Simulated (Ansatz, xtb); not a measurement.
## Isomers of C4H8O3 in order of energy

3 gas-phase structures of C4H8O3, from a drawn sample of its isomers (lower ones may exist). Each was relaxed with GFN2-xTB; where two conformers were screened, the lower at r2SCAN-D4/def2-SVP is listed:

A. `CO[C@@H]1O[C@H]1OC`, a singlet
B. `CO[C@@H]1O[C@@H]1OC`, a singlet
C. `COC1(OC)CO1`, a singlet

Make a reasoned guess at their ranking by r2SCAN-D4/def2-SVP single-point energy.

Calculated order at r2SCAN-D4/def2-SVP: C (0.0), A (1.7), B (5.3) kcal/mol.

Energies above the lowest of each column, in kcal/mol; the last columns are at PBE-D3(BJ)/def2-SVP geometries:

| structure | GFN2-xTB | HF/STO-3G | r2SCAN-D4/def2-SVP | PBE-D3(BJ)/def2-SVP | CCSD(T)/def2-SVP + ΔMP2/def2-TZVPP |
| --- | --- | --- | --- | --- | --- |
| C | 0.0 | 0.0 | 0.0 | 0.0 | 0.0 |
| A | 3.7 | 2.8 | 1.7 | 1.1 | 1.5 |
| B | 7.8 | 6.1 | 5.3 | 4.5 | 5.3 |

Every level run on C puts it lowest or level with the lowest. Flexible structures stand in one conformer each, not always the lowest. ΔMP2 is the change of the MP2 energy from the smaller to the larger basis.

Programs: Ansatz 0.2.0, xtb 6.7.1.
